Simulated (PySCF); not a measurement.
# Reading the logs of faulty runs: C2GeH7N

Calculated results; nothing here was measured. They come from PySCF 2.14.0, an open-source quantum chemistry program, on an isolated molecule that a program drew, which may never have been made. The molecule is C2GeH7N (charge 0, singlet), drawn as the SMILES string `C[CH]=[GeH][NH2]`.

Each row is a Hartree-Fock (HF) and frozen-core CCSD(T) single point in the cc-pVDZ basis, meant for a local HF minimum. Run 1 is clean. Each other run has one planted mistake out of seven kinds, and not every kind appears here: one electron removed, one electron added, multiplicity raised by two, geometry at a saddle point, minimal basis STO-3G, one bond length entered in bohr, all coordinates scaled. The reference is restricted for singlets and unrestricted otherwise, and also for a bond in bohr. Adding or removing an electron swaps singlet and doublet. Electrons count all cores. HOMO and LUMO are orbital energies over both spins, the gradient is its largest component, and the lowest frequency (negative if imaginary) is given only where the gradient is small. Bond lengths are over the 10 bonds as drawn. T1 is the CCSD diagnostic: over 0.02 (restricted) or 0.045 (unrestricted) a single reference is doubtful. Germanium has the cc-pVDZ-PP basis, with a core potential (ECP10MDF) in place of its 10 inner electrons, and its 3s, 3p and 3d shells are frozen in CCSD(T).

Geometry of the clean run:
```xyz
11
C2GeH7N, angstrom
C     1.3998   -0.2363    1.1496
C     0.1718   -0.9737    1.6221
Ge   -1.3930   -1.1019    0.8267
N    -1.8749   -0.3143   -0.7419
H     1.6747    0.5732    1.8339
H     1.2615    0.2105    0.1621
H     2.2638   -0.9058    1.0829
H     0.2350   -1.4577    2.5914
H    -2.5691   -1.8856    1.3770
H    -1.1296    0.1077   -1.2665
H    -2.4268   -0.8859   -1.3566
```

```
run,electrons,basis functions,<S^2>,HOMO (eV),LUMO (eV),gradient (hartree/bohr),lowest frequency (cm^-1),mean bond (Å),longest bond (Å),T1,HF (hartree),CCSD(T) (hartree),mistake
1,58,100,0.000,-7.45,3.21,4.1e-05,142,1.2982,1.820,0.0123,-427.58359,-428.20414,no fault
2,58,100,2.028,-4.78,1.48,1.1e-01,-,1.2982,1.820,0.0152,-427.51002,-428.09435,multiplicity raised by two
3,58,100,0.000,-7.40,2.85,2.7e-02,-,1.3528,1.897,0.0135,-427.56556,-428.19907,all coordinates scaled
4,57,100,0.760,-15.84,-5.34,7.6e-02,-,1.2982,1.820,0.0208,-427.35985,-427.93811,one electron removed
5,58,100,1.146,-7.77,1.84,3.8e-02,-,1.4548,3.326,0.0443,-427.49213,-428.07281,?
6,59,100,0.772,1.83,8.71,4.9e-02,-,1.2982,1.820,0.0118,-427.49119,-428.11675,?
```

**Which mistake was planted in run 5, and what did it cost?**

The mean bond changes by a factor of 1.121 and the longest by 1.827, so the molecule wasn't scaled as a whole. A length L in bohr read as angstrom grows by (1/0.5292 - 1) L = 0.890 L. The 10 bonds together grew by 10 x 0.1566 = 1.566 Å, which gives L = 1.760 Å. That is bond C2-Ge3, 1.760 Å in the clean geometry. So the mistake is: one bond length entered in bohr. Subtracting run 1 and multiplying by 627.51 kcal/mol a hartree, the energy moved by 57.4 kcal/mol in HF and 82.4 kcal/mol in CCSD(T).

**Which mistake was planted in run 6, and what did it cost?**

It counts 59 electrons, one more than the clean run, at the same geometry and basis. So the mistake is: one electron added. Subtracting run 1 and multiplying by 627.51 kcal/mol a hartree, the energy moved by 58.0 kcal/mol in HF and 54.8 kcal/mol in CCSD(T).

Cautions from the logs. Run 6: the HOMO is above zero, so the electron isn't bound and the energy depends on the basis.
